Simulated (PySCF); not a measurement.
**Radial density of Zn⁺ (zinc, charge +1)**

UHF, [Ar] 3d10 4s1, 2S determinant. Calculation: PySCF 2.14, in aug-cc-pVDZ-DK (7s6p4d2f, 59 functions); the spin-free X2C one-electron Hamiltonian (Gaussian nucleus).

| r (bohr) | 4πr²ρ (e/bohr) | 4πr²(ρα − ρβ) |
| --- | --- | --- |
| 0.000893 | 0.2896 | 0.0001 |
| 0.00150 | 0.7205 | 0.0003 |
| 0.00253 | 1.754 | 0.0006 |
| 0.00425 | 4.117 | 0.0015 |
| 0.00715 | 9.102 | 0.0032 |
| 0.0120 | 18.09 | 0.0062 |
| 0.0202 | 29.93 | 0.0093 |
| 0.0340 | 36.70 | 0.0077 |
| 0.0572 | 31.39 | -0.0009 |
| 0.0963 | 31.72 | 0.0049 |
| 0.162 | 42.07 | 0.0170 |
| 0.272 | 24.90 | -0.0369 |
| 0.458 | 22.25 | -0.0103 |
| 0.771 | 19.96 | -0.0354 |
| 1.30 | 5.235 | 0.2148 |
| 2.18 | 0.9789 | 0.4867 |
| 3.67 | 0.1777 | 0.1636 |
| 6.17 | 0.003708 | 0.0037 |
| 10.4 | 2.656e-05 | 0.0000 |

Densities and radii are taken from the X2C orbitals without a picture-change correction, which distorts them close to the nucleus.

(1) Where is the radial spin density 4πr²(ρα − ρβ) most negative, and why is it negative at all?

## Answers

(1) Around r = 0.272 bohr, down to -0.0369 e/bohr: exchange with the open shell polarises the paired shells in an unrestricted calculation.
